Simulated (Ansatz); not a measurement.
Reaction (ligand exchange at the Si–C bond): `CC[SiH](F)S` + CH₃SH → `CS[SiH](F)S` + `CC`

Calculated with Ansatz (gas phase, PBE0-D4/def2-TZVP geometries, no zero-point term in ΔE). CCSD(T)/CBS is the MP2 limit (def2-TZVPP, def2-QZVPP) plus CCSD(T) − MP2 in def2-TZVPP, frozen cores. This one scheme is used for every species. DFT in def2-TZVPP. One conformer a species, not always the lowest.

`CC[SiH](F)S`:

Z-matrix (Å, degrees):
```
C
C 1 1.528
H 1 1.092 2 111.3
H 1 1.092 2 111.2 3 -120.1
H 1 1.093 2 111.5 3 120.0
Si 2 1.859 1 113.4 3 -59.9
H 2 1.096 1 110.5 3 61.6
H 2 1.095 1 111.0 3 179.0
S 6 2.125 2 112.7 1 178.6
F 6 1.603 2 107.5 1 56.2
H 6 1.482 2 113.5 1 -62.0
H 9 1.344 6 94.4 2 -44.3
```

CH₃SH:

Z-matrix (Å, degrees):
```
C
S 1 1.806
H 1 1.089 2 111.5
H 1 1.089 2 111.5 3 -123.8
H 1 1.090 2 106.2 3 118.1
H 2 1.342 1 97.1 3 61.9
```

`CS[SiH](F)S`:

Z-matrix (Å, degrees):
```
C
S 1 1.819
H 1 1.089 2 110.6
H 1 1.089 2 106.2 3 118.5
H 1 1.088 2 111.1 3 -122.7
Si 2 2.100 1 101.3 3 67.2
S 6 2.125 2 109.1 1 56.7
F 6 1.599 2 113.1 1 -62.2
H 6 1.477 2 106.8 1 -179.8
H 7 1.345 6 93.8 2 -160.7
```

`CC`:

```xyz
8

C    -0.063    0.430   -0.623
C     0.063   -0.430    0.623
H     0.903    0.844   -0.921
H    -0.448   -0.146   -1.468
H    -0.743    1.269   -0.460
H    -0.903   -0.844    0.921
H     0.448    0.146    1.468
H     0.743   -1.269    0.460
```

```json
{"species": "`CC[SiH](F)S`", "PBE0 energy (Eh)": "-867.70452"}
{"species": "CH₃SH", "PBE0 energy (Eh)": "-438.53753"}
{"species": "`CS[SiH](F)S`", "PBE0 energy (Eh)": "-1226.51494"}
{"species": "`CC`", "PBE0 energy (Eh)": "-79.75207"}
```

Q: Work out ΔE.

A: ΔE = (-1226.51494) + (-79.75207) − (-867.70452) − (-438.53753) = -0.02496 Eh = -15.7 kcal/mol. CCSD(T)/CBS gives -15.5 kcal/mol.

Largest T1 diagnostic among the species: 0.011.

Leaving LDA and LC-ωPBE aside and taking each functional with its dispersion term where it has one, the values, not all of them listed here, spread over 1.7 kcal/mol, from revPBE-D4 to CAM-B3LYP-D4. At CCSD(T), def2-SVP lies +1.1 kcal/mol from the extrapolated value and def2-TZVPP +0.9 kcal/mol. The D4 term adds −0.9 kcal/mol with B3LYP and −0.5 kcal/mol with PBE0; it sums over pairs of atoms, weighted by their polarisabilities, and B3LYP, whose exchange is more repulsive, gets the larger term.

B3LYP here is the variant with VWN-RPA as its local correlation; programs differ in this.
